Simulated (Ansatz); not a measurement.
CH8O2Si2 can be A, `CO[SiH2]O[SiH3]`, or B, `OC(O)([SiH3])[SiH3]`.

Program: Ansatz. Geometries: PBE0-D4/def2-TZVP. ΔE: electronic, gas phase. CCSD(T)/CBS is the MP2 limit (def2-TZVPP, def2-QZVPP) plus CCSD(T) − MP2 in def2-TZVPP, frozen cores. DFT in def2-TZVPP. B3LYP here is the variant with VWN-RPA as its local correlation; programs differ in this. Each species was taken in one conformer, which may not be the lowest.

Which isomer does CCSD(T)/CBS put lower? Give the gap. (An estimate is asked.)

Computed: A, by 98.1 kcal/mol.

Give E(B) − E(A) in kcal/mol with CCSD(T)/def2-TZVPP, HF/def2-TZVPP, LDA (SPW92), ωB97M-V, BLYP-D4, B3LYP, B3LYP-D4. (Estimate.)

Computed: CCSD(T)/def2-TZVPP 97.5, HF/def2-TZVPP 111.6, LDA (SPW92) 84.6, ωB97M-V 95.8, BLYP-D4 92.9, B3LYP 98.5, B3LYP-D4 97.1. None reverses the order clearly.

Does the order hold for the free energy at 298.15 K (harmonic terms from PBE0-D4)? (Best estimate.)

Ansatz gave: Yes: G(B) − G(A) = +96.7 kcal/mol, for one conformer each. Modes under 60 cm⁻¹, often nearly free rotors, make the harmonic entropy too high.

Largest T1 diagnostic: 0.013.

The D4 term adds −1.3 kcal/mol with B3LYP and −0.6 kcal/mol with PBE0; it sums over pairs of atoms, weighted by their polarisabilities, and B3LYP, whose exchange is more repulsive, gets the larger term. From r2SCAN to r2SCAN0 (25 % exact exchange), in def2-TZVPP and without D4, E(B) − E(A) moves by +2.8 kcal/mol.
